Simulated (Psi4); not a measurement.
Dimer: CH4 (SMILES C) (first 5 atoms) with N2 (SMILES N#N); geometry from B3LYP-D3(BJ)/def2-TZVP, rigid monomers moved along the line of their centres of mass till C1···N6 is 6.49 Å.
(charge 0, multiplicity 1):
| atom | x (Å) | y (Å) | z (Å) |
|---|---|---|---|
| C | 0.0247 | -0.0491 | -0.0808 |
| H | 0.9642 | 0.3952 | 0.2449 |
| H | -0.0788 | -1.0406 | 0.3579 |
| H | -0.8043 | 0.5791 | 0.2420 |
| H | 0.0184 | -0.1295 | -1.1668 |
| N | 0.0001 | -0.2681 | 6.4095 |
| N | -0.2643 | 0.7896 | 6.3739 |

Computed with Psi4 with SAPT0/jun-cc-pV(D+d)Z.

Q: Give the four SAPT terms and the total, and say what mostly holds the pair together.

A: electrostatics -0.1, exchange 0.0, induction 0.0, dispersion -0.6, total -0.6 meV; the largest attraction is dispersion.
